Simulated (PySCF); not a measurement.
Vertical excitation energies

Digermathiane, Ge2H6S.
SMILES with atom numbers: `[GeH3:1][S:2][GeH3:3]` (hydrogens: H4, H5, H6 on Ge1; H7, H8, H9 on Ge3)

Method: PySCF, TDDFT wB97X-D/def2-SVPD, vertical, gas phase, core orbitals frozen in the response. Geometry: PBE0-D3(BJ)/def2-SVP; no solvent, vibrations or thermal averaging. The wB97X-D/def2-SVPD calculation is non-relativistic and has no spin–orbit coupling, an omission that weighs most on germanium.

| state | E (eV) | ν̃ (cm⁻¹) | f | main configurations (H = HOMO, L = LUMO) |
| --- | --- | --- | --- | --- |
| S1 | 5.69 | 45890 | 0.022 | H→L (90%) |
| S2 | 5.83 | 47060 | 0.0002 | H→L+1 (86%), H→L+9 (10%) |
| S3 | 6.57 | 52960 | 0.0002 | H→L+3 (50%), H→L+2 (42%) |
| S4 | 6.75 | 54450 | 0.0019 | H→L+2 (47%), H→L+3 (46%) |
| S5 | 7.28 | 58680 | 0.047 | H-1→L (38%), H→L+4 (35%), H-1→L+1 (15%) |
| S6 | 7.29 | 58810 | 0.063 | H-1→L (45%), H→L+4 (28%), H-1→L+1 (14%) |
| S7 | 7.66 | 61810 | 0.0006 | H-2→L (46%), H-1→L+1 (26%), H→L+4 (20%) |
| S8 | 7.77 | 62650 | 0.0000 | H→L+5 (84%) |
| S9 | 7.92 | 63890 | 0.0036 | H→L+6 (70%), H-2→L+1 (9%) |
| S10 | 8.05 | 64900 | 0.034 | H→L+7 (39%), H-1→L+2 (27%), H-1→L+3 (22%) |

Triplets, Tamm–Dancoff:

| state | E (eV) | λ (nm) | main configurations (H = HOMO, L = LUMO) |
| --- | --- | --- | --- |
| T1 | 5.23 | 237.2 | H→L (90%) |
| T2 | 5.51 | 225.2 | H→L+1 (83%), H→L+9 (12%) |
| T3 | 6.50 | 190.7 | H→L+3 (58%), H→L+2 (35%) |
| T4 | 6.58 | 188.3 | H→L+2 (56%), H→L+3 (38%) |

The lowest singlet lies at 5.69 eV (218 nm, ultraviolet) and is weak; its leading configuration is HOMO→LUMO (90%). The most intense listed level is S6 at 7.29 eV (170 nm, f = 0.063), 1.60 eV above S1. Löwdin shares by element: HOMO sulfur 72%, germanium 18%; LUMO germanium 38%, sulfur 28%, hydrogen 7% or more (atoms not listed hold the other 26%). Of the 10 states listed, 4 reach f = 0.01 and 3 stay under 0.0005. The listed states span 2.36 eV, and the widest gap between neighbours is 0.73 eV (S2 to S3). Orbital energies (eV): HOMO-3 -11.68, HOMO-2 -11.02, HOMO-1 -10.44, HOMO -9.01, LUMO 1.17, LUMO+1 1.39, LUMO+2 1.57. All these states lie below the vertical ionisation energy of 9.27 eV (ΔSCF). Only the lowest 10 singlets were computed, as vertical energies without vibronic structure.
